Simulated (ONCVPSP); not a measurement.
# Building the ONCV potential for thallium (Tl) (PBE, scalar-relativistic).

ONCVPSP 4.0.1 input, shortened (lines: element, Z, core and valence counts, functional; n l f; lmax; l rc ep ncon nbas qcut; lloc lpopt rc5 dvloc0; l nproj debl; icmod fcfact rcfact), PBE, scalar-relativistic:

```
  Tl 81.00   10    5        4      upf
    1    0    2.00
    2    0    2.00
    2    1    6.00
    3    0    2.00
    3    1    6.00
    3    2   10.00
    4    0    2.00
    4    1    6.00
    4    2   10.00
    4    3   14.00
    5    0    2.00
    5    1    6.00
    5    2   10.00
    6    0    2.00
    6    1    1.00
    2
    0    1.30    0.00    4    8    9.90
    1    1.70    0.00    4    8    6.60
    2    1.25    0.00    4    8    8.50
    4    5    0.80    0.00
    0    3    1.30
    1    2    1.80
    2    1    1.20
    0    0.00    0.00
```

Results:

* Cutoffs needed: 37 Ha and 42 Ha (the cutoffs (Ha) at which the residual kinetic energy of the hardest occupied pseudo-wave falls to 1 and 0.1 mHa per electron)
* Ghost test: ghosts flagged at negative energy: s at -163.8 eV; GHOST(+) flagged for p at 129.8 eV; a true bound ghost makes a file unfit for plane-wave use
* Configuration tests: 2 of 4 tests not solved or not reliable

Generation and tests took about 3.5 s on one core of a shared server CPU.
